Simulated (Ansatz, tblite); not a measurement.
Forces on the cluster SrS₂⁻ at its r2SCAN-D4/def2-TZVPD geometry. Charge -1, multiplicity 2.

In the def2 sets Sr takes a core potential; there is no spin–orbit coupling. The xTB rows come from tblite. The structure comes from a short search, and lower isomers may exist.

GFN1-xTB (tblite), largest force 0.77 eV/Å:

```xyz
3
positions Å, forces eV/Å
Sr    0.008    0.007   -0.011   -0.002   -0.002    0.004
S    -0.322    2.315    1.144    0.095   -0.684   -0.338
S     0.315   -2.322   -1.132   -0.093    0.686    0.334
```

GFN2-xTB (tblite), largest force 0.33 eV/Å:

```
Sr 0.001 0.001 -0.002
S -0.041 0.294 0.146
S 0.040 -0.295 -0.144
```

PBE0-D4/def2-TZVPD (Ansatz), largest force 0.09 eV/Å:

```
Sr -0.005 -0.004 0.007
S 0.014 -0.079 -0.043
S -0.009 0.083 0.036
```
